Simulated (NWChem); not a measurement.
**Setting up doublet [GeH4]+ in NWChem**

The species is [GeH4]+ (5 atoms), meant as a doublet with charge +1. SMILES of the parent species: `[GeH4]`. The shape is that of a PBE0-D4/def2-TZVP optimisation. That shape belongs to the parent species and isn't relaxed for this state.

```
atom    x (Å)    y (Å)    z (Å)
  Ge   0.0001   0.0001   0.0000
   H   1.1481  -0.7563   0.6806
   H  -1.2388  -0.0300   0.9042
   H  -0.3292  -0.6691  -1.3406
   H   0.4198   1.4554  -0.2441
```

Settings wanted:

| Setting | Value |
| --- | --- |
| task | energy |
| method | HF |
| basis set | STO-3G |
| integral approximation | none |
| reference | UHF |
| SCF convergence threshold | 1e-08 |
| iteration cap | 80 |
| module | scf |

Question: Write the NWChem 7.3.0 input and the command.

Answer: One that was run (others would do as well):

geh4.xyz:
```
5
GeH4
Ge     0.000100     0.000100     0.000000
H      1.148100    -0.756300     0.680600
H     -1.238800    -0.030000     0.904200
H     -0.329200    -0.669100    -1.340600
H      0.419800     1.455400    -0.244100
```

run.py:
```python
from ase.io import read
from ase.calculators.nwchem import NWChem

molecule = read('geh4.xyz')

calc = NWChem(
    label='geh4',
    theory='scf',
    memory='2200 mb',
    basis='STO-3G',
    basispar='spherical bse',
    charge=1,
    scf={'nopen': '1', 'uhf': None, 'thresh': '1e-08', 'maxiter': '80'},
    task='energy',
)
molecule.calc = calc

print("Total energy (eV):", round(molecule.get_potential_energy(), 6))
```

```bash
$ export ASE_NWCHEM_COMMAND="nwchem PREFIX.nwi > PREFIX.nwo"
$ python run.py
```

Calculated total energy: -2053.68734 Eh.
